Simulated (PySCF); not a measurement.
```xyz
3
charge 0 multiplicity 1, angstrom
O     0.0000    0.0000   -1.4003
Sn    1.4446    0.0000    0.0931
Sn   -1.4446    0.0000    0.0931
```

Level of theory: PBE/[O def2-SVP, Sn def2-SVP with ECP28], scalar-relativistic core potentials, density fitting, no spin–orbit coupling, PySCF.

This geometry of Sn₂O is a stationary point at this level.

Task: What is the point group?

Result: C2v.

Task: Is it a minimum?

Result: Yes: all harmonic wavenumbers are real.

Task: List the harmonic modes with their infrared intensities.

Result: 
| symmetry | ω (cm⁻¹) | IR (km/mol) |
| --- | --- | --- |
| a1 | 175 | 2.7 |
| b2 | 449 | 9.6 |
| a1 | 554 | 39.8 |

Task: Give the atomic charges and bond orders.

Result: 
```
 atom  Mulliken  Löwdin  polar tensor  Mayer order to O1
   O1     -0.52   -0.37         -0.49                  –
Sn2,3      0.26    0.19          0.24               1.09
```
Other Mayer orders above 0.3: Sn–Sn 1.14.

Task: What is the atomisation energy, with and without zero-point energy?

Result: 811 kJ/mol without, 804 kJ/mol with.

In C2v the vibrations span 2a1 + b2. Here b1 is antisymmetric to the molecular plane and b2 lies in it.

Only a few start shapes were tried, so a lower isomer may exist.
